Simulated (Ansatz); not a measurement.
Mulliken charges of GeH5OSi, SMILES `[SiH3][O][GeH2]` radical from B3LYP/def2-TZVPP in Ansatz (PBE0-D4/def2-TZVP geometry).

| atom | x (Å) | y (Å) | z (Å) | charge (e) |
| --- | --- | --- | --- | --- |
| Si1 | -0.642 | 1.077 | -0.417 | 0.435 |
| O2 | -0.443 | -0.351 | 0.361 | -0.457 |
| Ge3 | 0.709 | -1.699 | 0.237 | 0.275 |
| H4 | -1.401 | 0.886 | -1.682 | -0.081 |
| H5 | 0.677 | 1.686 | -0.748 | -0.081 |
| H6 | -1.398 | 1.989 | 0.476 | -0.073 |
| H7 | 2.139 | -1.091 | 0.215 | -0.013 |
| H8 | 0.452 | -2.553 | 1.501 | -0.004 |

Problem. By hand: the dipole of these point charges (1 e Å = 4.8032 D).

Solution. Σ q r = (0.249, -0.167, -0.128) e Å, of length 0.326 e Å = 1.57 D.

Problem. How does the dipole of the full density compare? (Best estimate.)

Solution. Ansatz gave: (0.146, -0.128, -0.053) e Å, 0.97 D; the point charges give 1.62 times that, at 11° from its direction.

Point charges leave out the atoms' own dipoles, such as those of lone pairs, and Mulliken's split depends on the basis, so the two needn't agree.

B3LYP here is the variant with VWN-RPA as its local correlation; programs differ in this.
